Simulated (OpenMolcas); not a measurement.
**OpenMolcas run: As I**

Input:

```
&GATEWAY
Coord
1

As 0.0 0.0 0.0
Basis=ANO-RCC-MB
Group=XYZ
NoMove
AngMom=0.0 0.0 0.0
AMFI
&SEWARD
&RASSCF
FileOrb=start.orb
Symmetry=2
Spin=4
nActEl=5 0 0
Inactive=8 6
Ras2=1 3
CIRoot=1 1 1
SDav=1
CIMx=300
Iter=120 100
PrWF=0.3
OrbListing=Nothing
MaxOrb=0
Atom
>>> COPY $Project.JobIph JOB001
&RASSCF
FileOrb=start.orb
Symmetry=2
Spin=2
nActEl=5 0 0
Inactive=8 6
Ras2=1 3
CIRoot=8 8 1
SDav=11
CIMx=300
Iter=120 100
PrWF=0.3
OrbListing=Nothing
MaxOrb=0
Atom
>>> COPY $Project.JobIph JOB002
&RASSCF
FileOrb=start.orb
Symmetry=1
Spin=4
nActEl=5 0 0
Inactive=8 6
Ras2=1 3
CIRoot=3 3 1
SDav=3
CIMx=300
Iter=120 100
PrWF=0.3
OrbListing=Nothing
MaxOrb=0
Atom
>>> COPY $Project.JobIph JOB003
&RASSI
NrOfJobIphs=3 1 8 3
1
1 2 3 4 5 6 7 8
1 2 3
IphNames
JOB001
JOB002
JOB003
EJob
SpinOrbit
DIPRint=1.0
SOCoupling=1000.0
Subsets=2
MEES
Property=10
'ANGMOM' 1 'ANGMOM' 2 'ANGMOM' 3 'MLTPL  1' 1 'MLTPL  1' 2 'MLTPL  1' 3
'AMFI' 1 'AMFI' 2 'AMFI' 3 'MLTPL  2' 6
SOProperty=3
'ANGMOM' 1 'ANGMOM' 2 'ANGMOM' 3
```

Launched by
```bash
OMP_NUM_THREADS=1 MOLCAS_MEM=1689 MOLCAS_PROJECT=a pymolcas a.inp > a.log  # once for each step of the input, in one work folder
```

A driver script runs the steps one by one and writes start.orb anew before each from the orbitals found so far.

Output, cut to the results:

```
--- SEWARD ---
Basis set label: AS.ANO-RCC...4S3P1D.

      Electronic valence basis set:
      ------------------
      Associated Effective Charge  33.000000 au
      Associated Actual Charge     33.000000 au
      Nuclear Model: Point charge

      Shell  nPrim  nBasis  Cartesian Spherical Contaminant
         s      20       4        X
         p      17       3        X
         d      11       1                 X
                  Relativistic Douglas-Kroll-Hess integrals:
                    - DKH order of Hamiltonian: 2
                    - DKH order of Properties : 0
                  Atomic mean-field integrals
--- RASSCF ---
Wave function specifications:
      -----------------------------

      Number of closed shell electrons          28
      Number of electrons in active shells       5
      Max number of holes in RAS1 space          0
      Max nr of electrons in RAS3 space          0
      Number of inactive orbitals               14
      Number of active orbitals                  4
      Number of secondary orbitals               0
      Spin quantum number                      1.5
      State symmetry                             2
Orbital specifications:
      -----------------------

      Symmetry species                           1   2
                                                ag  au
      Frozen orbitals                            0   0
      Inactive orbitals                          8   6
      Active orbitals                            1   3
      RAS1 orbitals                              0   0
      RAS2 orbitals                              1   3
      RAS3 orbitals                              0   0
      Secondary orbitals                         0   0
      Deleted orbitals                           0   0
      Number of basis functions                  9   9
      Number of CSFs                             1
      Number of root(s) required                 1
      Iter CI   SX   CI       RASSCF       Energy    max ROT     max BLB   max BLB  Level Ln srch  Step   QN
          iter iter root      energy       change     param      element    value   shift minimum  type update
 Nr of preliminary CI iterations:   1
 ###############################################################################
 ###############################################################################
 ###                                                                         ###
 ###                                                                         ###
 ###    WARNING: Problems in orbital optimization.                           ###
 ###                                                                         ###
 ###                                                                         ###
 ###############################################################################
 ###############################################################################
  Warning: In symmetry  1, orbital p=   9 has diagonal density matrix element D(p,p) close to two. (2 - D(p,p))=  0.000000E+00
      Total energies have been shifted. Add                -2000.00 au
        ...
 ###############################################################################
 ###############################################################################
  Warning: In symmetry  1, orbital p=   9 has diagonal density matrix element D(p,p) close to two. (2 - D(p,p))=  0.000000E+00
        4   1    1    1  -258.94281516    9.09E-13   0.00E+00    3   7 2  1.78E-11   0.50   0.00    SX    NO
      Convergence after  4 iterations
        5   1    1    1  -258.94281516    4.55E-13   0.00E+00    3   7 2  1.78E-11   0.50   0.00    SX    NO
      Natural orbitals and occupation numbers for root  1
      sym 1:   2.000000
      sym 2:   1.000000   1.000000   1.000000
::    RASSCF root number  1 Total energy:  -2258.94281516
--- RASSCF ---
Wave function specifications:
      -----------------------------

      Number of closed shell electrons          28
      Number of electrons in active shells       5
      Max number of holes in RAS1 space          0
      Max nr of electrons in RAS3 space          0
      Number of inactive orbitals               14
      Number of active orbitals                  4
      Number of secondary orbitals               0
      Spin quantum number                      0.5
      State symmetry                             2
Orbital specifications:
      -----------------------

...
--- RASSI ---
SPIN-FREE ENERGIES:
  (Shifted by EMIN (a.u.) =      -2258.9428151631)

 SF State       Relative EMIN(au)   Rel lowest level(eV)    D:o, cm**(-1)      L_eff

     1             0.0000000000        0.0000000000              0.0000         0.0
     2             0.0655568397        1.7838924870          14388.0632         2.0
     3             0.0655568397        1.7838924870          14388.0632         2.0
     4             0.0655568397        1.7838924870          14388.0632         2.0
     5             0.0655568397        1.7838924870          14388.0632         2.0
     6             0.0655568397        1.7838924870          14388.0632         2.0
     7             0.0913808349        2.4865991945          20055.7751         1.0
     8             0.0913808349        2.4865991945          20055.7751         1.0
     9             0.0913808349        2.4865991945          20055.7751         1.0
    10             0.3300137286        8.9801310354          72429.6414         1.0
    11             0.3300137286        8.9801310354          72429.6414         1.0
    12             0.3300137286        8.9801310354          72429.6414         1.0
     Dipole printing threshold changed to   1.00000000E+00

++ Dipole transition strengths (spin-free states):
   -----------------------------------------------
     for osc. strength at least  1.00000000E+00

  ( Max oscillator strength is only   0.33258849204700824      )
--
Eigenvalues of complex Hamiltonian:
   -----------------------------------
  (Shifted by EMIN (a.u.) =      -2258.9428151631)

 SO State       Relative EMIN(au)   Rel lowest level(eV)    D:o, cm**(-1)     J-value

     1            -0.0003307094        0.0000000000              0.0000         1.1
     2            -0.0003307094        0.0000000000              0.0000         1.3
     3            -0.0003307094        0.0000000000              0.0000         1.3
...
```

The J values that RASSI prints are effective ones from its own formula and need not be integers or half-integers; the table below assigns J from the states.

Levels above the lowest, from the spin-orbit matrix, grouped by J:

```csv
Configuration,Term,J,E (cm⁻¹),Measured (cm⁻¹),g,Term weight %,Second
4s² 4p³,⁴S°,3/2,0.0,0.0,2.000,100,
4s² 4p³,²D°,3/2,14159,10593,0.825,95,5 ²P°
4s² 4p³,²D°,5/2,14461,10915,1.200,100,
4s² 4p³,²P°,1/2,20155,18186,0.666,100,
4s² 4p³,²P°,3/2,20489,18648,1.311,95,5 ²D°
4s 4p⁴,⁴P,5/2,71907,,1.601,100,
4s 4p⁴,⁴P,3/2,72899,,1.735,100,
4s 4p⁴,⁴P,1/2,73494,,2.671,100,
```

Against the 4 measured excited levels shown (NIST Handbook of Basic Atomic Spectroscopic Data) the mean absolute deviation is 2700 cm-1; the largest miss in energy is 4s² 4p³ ²D°_3/2: computed 14159, measured 10593 cm⁻¹ (+33.7 %).

Without dynamic correlation excited terms often stand tens of per cent too high (terms of higher spin than the ground term too low), and those without a measured partner can miss by more than the paired ones. Terms of s pⁿ other than that of highest spin mix with s² pⁿ⁻² d, which this space lacks; all of them can be thousands of cm-1 off, and some have no real level of that name. Computed and measured levels are paired by configuration, term and J; levels that our copy of the source lacks, or whose pairing is in doubt (as where it misses far off the trend of its configuration), stay unpaired and out of the deviations. Levels of configurations outside the active space are missing. The first state left out of the spin-orbit step lies near 100000 cm-1 above the lowest spin-free state of the reference (among the parities and spins computed), and the list stops at four fifths of that energy or lower.

The term weight is that of the spin-free term in the level, not the purity of its configuration. ° marks odd parity.
